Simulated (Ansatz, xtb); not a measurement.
Relative energy of two structures of H7InO3Si2

Structure I: a singlet given by its coordinates. Structure II: a singlet given by its coordinates. Both are gas-phase species (loosely bound parts included), relaxed with PBE0-D4/def2-SVP.

I (Å):

| atom | x (Å) | y (Å) | z (Å) |
| --- | --- | --- | --- |
| In | -3.0054 | 0.5632 | -3.1914 |
| O | -1.3550 | -0.6599 | -2.5184 |
| O | -2.7828 | -1.7058 | -4.3437 |
| O | -0.2204 | 1.3332 | -1.1611 |
| Si | -0.0777 | -0.2804 | -1.5854 |
| Si | 0.3273 | 2.5386 | -0.1727 |
| H | -2.0267 | -1.7069 | -3.7056 |
| H | -0.0389 | -1.0765 | -0.3176 |
| H | 1.2220 | -0.4468 | -2.3074 |
| H | -3.3436 | -2.4477 | -4.0903 |
| H | -0.5720 | 3.7191 | -0.3284 |
| H | 0.3158 | 2.1040 | 1.2587 |
| H | 1.7209 | 2.9394 | -0.5371 |

Close contacts (Å): In1–O2 2.16, In1–O3 2.55, O2–Si5 1.63, O4–Si5 1.67, O4–Si6 1.65, O3–H7 0.99, O3–H10 0.96, Si5–H8 1.50, Si5–H9 1.50, Si6–H11 1.49, Si6–H12 1.50, Si6–H13 1.50.

II (Å):

```xyz
13

In    0.5445   -1.6326   -3.6070
O    -1.3804   -1.9663   -2.2393
O    -0.8966    0.1607   -0.6975
O     1.0825    0.0285   -2.5390
Si   -1.9302   -1.0682   -0.8840
Si    0.5371    0.8628   -1.2704
H    -1.9323   -2.7096   -2.5102
H    -3.3107   -0.6091   -1.1979
H    -1.9356   -1.9901    0.2842
H     0.1750    2.2707   -1.6068
H     1.4752    0.8426   -0.1097
H     1.4431   -3.0153   -3.1148
H    -0.2721   -1.2109   -5.0621
```

Close contacts (Å): In1–O2 2.38, In1–O4 2.05, O2–Si5 1.72, O3–Si5 1.62, O3–Si6 1.70, O4–Si6 1.61, In1–H12 1.72, In1–H13 1.72, O2–H7 0.96, Si5–H8 1.49, Si5–H9 1.49, Si6–H10 1.49, Si6–H11 1.49.

Task: Estimate E(II) − E(I) at the level CCSD(T)/def2-SVP + ΔMP2/def2-TZVPP.

Result: CCSD(T)/def2-SVP + ΔMP2/def2-TZVPP gives E(II) − E(I) = −0.007 eV, slightly favouring structure II, which is too small a margin to settle the true order.

Level by level:

```json
{"level": "PBE0-D4/def2-SVP", "geometry": "PBE0-D4/def2-SVP", "E(II) − E(I) (eV)": "+0.045", "departure from the last row (eV)": "+0.053", "job, with rough time for the two": "optimisation, 6.1 min"}
{"level": "HF/def2-SVP", "geometry": "PBE0-D4/def2-SVP", "E(II) − E(I) (eV)": "−0.250", "departure from the last row (eV)": "−0.243", "job, with rough time for the two": "part of the CCSD(T) run"}
{"level": "MP2/def2-SVP", "geometry": "PBE0-D4/def2-SVP", "E(II) − E(I) (eV)": "−0.235", "departure from the last row (eV)": "−0.228", "job, with rough time for the two": "part of the CCSD(T) run"}
{"level": "CCSD(T)/def2-SVP", "geometry": "PBE0-D4/def2-SVP", "E(II) − E(I) (eV)": "−0.114", "departure from the last row (eV)": "−0.107", "job, with rough time for the two": "single point"}
{"level": "CCSD(T)/def2-SVP + ΔMP2/def2-TZVPP", "geometry": "PBE0-D4/def2-SVP", "E(II) − E(I) (eV)": "−0.007", "departure from the last row (eV)": "", "job, with rough time for the two": "single point, 4 min"}
```

The largest departure from CCSD(T)/def2-SVP + ΔMP2/def2-TZVPP is that of HF/def2-SVP, 0.243 eV. No reliable frequencies are at hand for I, so it isn't confirmed as a minimum. Levels run at GFN2-xTB geometries aren't shown. The last row adds to CCSD(T) the change of the MP2 difference between the two basis sets, here +0.107 eV.

The correlated steps freeze 17 core orbitals; the filled d shell of In is correlated, in a basis made for valence electrons. Atoms past krypton carry core potentials in the def2 sets and no spin–orbit term is included. Codes used: Ansatz 0.2.0, xtb 6.7.1; the last row on 2 threads of Arm Neoverse N1 on a shared host.
